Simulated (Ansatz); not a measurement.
Te₂Pb₃⁺ (the lowest doublet isomer of a short search), 5 atoms. Hardware: 4 threads of AMD EPYC on a shared host.

In the def2 sets Pb, Te take a core potential; there is no spin–orbit coupling. Correlated methods freeze 20 core orbitals; core or outer-core shells of Pb, Te are correlated, in sets that lack core-valence functions.

How many basis functions does each of these Ansatz runs have, and roughly what does it cost? PBE-D4/def2-TZVP, charge 1 doublet, energy and forces, from earlier orbitals; PBE0-D4/def2-TZVP, charge 1 doublet, energy, from earlier orbitals; MP2/def2-TZVP, charge 1 doublet, energy, from earlier orbitals; r2SCAN0-D4/def2-TZVP, charge 1 doublet, energy, from earlier orbitals; CCSD(T)/def2-SVP, charge 1 doublet, energy, from earlier orbitals; LDA (SPW92)/def2-TZVP, charge 1 doublet, energy, from earlier orbitals; HSE06-D4/def2-TZVP, charge 1 doublet, energy, from earlier orbitals; PBE-D4/def2-SVP, charge 1 doublet, energy, from earlier orbitals; PBE0-D4/def2-SVP, charge 1 doublet, relaxation, 6 steps; PBE-D4/def2-SVP, charge 1 doublet, energy with a search over starts; PBE0-D4/def2-SVP, charge 1 doublet, energy, from earlier orbitals; r2SCAN-D4/def2-TZVP, charge 1 doublet, energy, from earlier orbitals.

Other jobs shared the machine, so times can vary by a factor of up to 3. A dash marks memory too small to be measured apart from the calling script's.

```tsv
run	functions	fitting or Cholesky vectors	wall time	peak host memory (GiB)
PBE-D4/def2-SVP, charge 1 doublet, energy, from earlier orbitals	130	1528	13 s	–
LDA (SPW92)/def2-TZVP, charge 1 doublet, energy, from earlier orbitals	250	1918	15 s	–
PBE0-D4/def2-SVP, charge 1 doublet, energy, from earlier orbitals	130	1707	21 s	0.74
PBE-D4/def2-TZVP, charge 1 doublet, energy and forces, from earlier orbitals	250	1918	29 s	–
PBE-D4/def2-SVP, charge 1 doublet, energy with a search over starts	130	1528	30 s	–
HSE06-D4/def2-TZVP, charge 1 doublet, energy, from earlier orbitals	250	2433	50 s	1.5
r2SCAN-D4/def2-TZVP, charge 1 doublet, energy, from earlier orbitals	250	1918	53 s	0.64
MP2/def2-TZVP, charge 1 doublet, energy, from earlier orbitals	250	2433	60 s	1.3
PBE0-D4/def2-TZVP, charge 1 doublet, energy, from earlier orbitals	250	2166	72 s	1.4
r2SCAN0-D4/def2-TZVP, charge 1 doublet, energy, from earlier orbitals	250	2166	1.7 min	1.5
PBE0-D4/def2-SVP, charge 1 doublet, relaxation, 6 steps	130	1846	2.1 min	0.66
CCSD(T)/def2-SVP, charge 1 doublet, energy, from earlier orbitals	130	1707	7 min	3.1
```
